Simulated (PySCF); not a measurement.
V(OH)3 (H3O3V), SMILES [OH][V]([OH])[OH] (connectivity only; charge and spin as stated), neutral, multiplicity 3. Atoms are numbered in the order given.

```xyz
7

V      0.0944    -0.0379     0.0000
O     -0.0387    -0.7760    -1.6035
H     -0.4171    -1.5096    -2.0980
O      0.0140     1.7592     0.0000
H     -0.8301     2.2329     0.0000
O     -0.0387    -0.7760     1.6035
H     -0.4170    -1.5096     2.0980
```
Charge 0, spin multiplicity 3.

Coordinates come from a B3LYP-D3(BJ)/def2-SVP optimisation. The geometry has at least one imaginary mode, so it is a saddle point at that level. The spin state was assumed, not searched. The values are those of a single conformer.

These are PBE/def2-TZVPD in PySCF values and carry that method's errors.

Mulliken values depend strongly on the basis, most of all with diffuse functions as here. ESP charges are fitted to the potential on shells at 1.4 to 2.0 van der Waals radii. Atomic charges (e):

```csv
atom,meta-Löwdin,ESP fit,Mulliken,Mulliken spin
V1,?,0.75,1.56,2.05
O2,?,-0.64,-0.78,-0.03
H3,?,0.38,0.25,0.01
O4,?,-0.55,-0.76,-0.04
H5,?,0.31,0.27,0.03
O6,?,-0.64,-0.78,-0.03
H7,?,0.38,0.25,0.01
```

**Question.** Complete the blanks. (The exact figures need the calculation; the answer reports its results.)

**Answer.** 
- V1, meta-Löwdin: 1.15
- O2, meta-Löwdin: -0.73
- H3, meta-Löwdin: 0.35
- O4, meta-Löwdin: -0.73
- H5, meta-Löwdin: 0.33
- O6, meta-Löwdin: -0.73
- H7, meta-Löwdin: 0.35
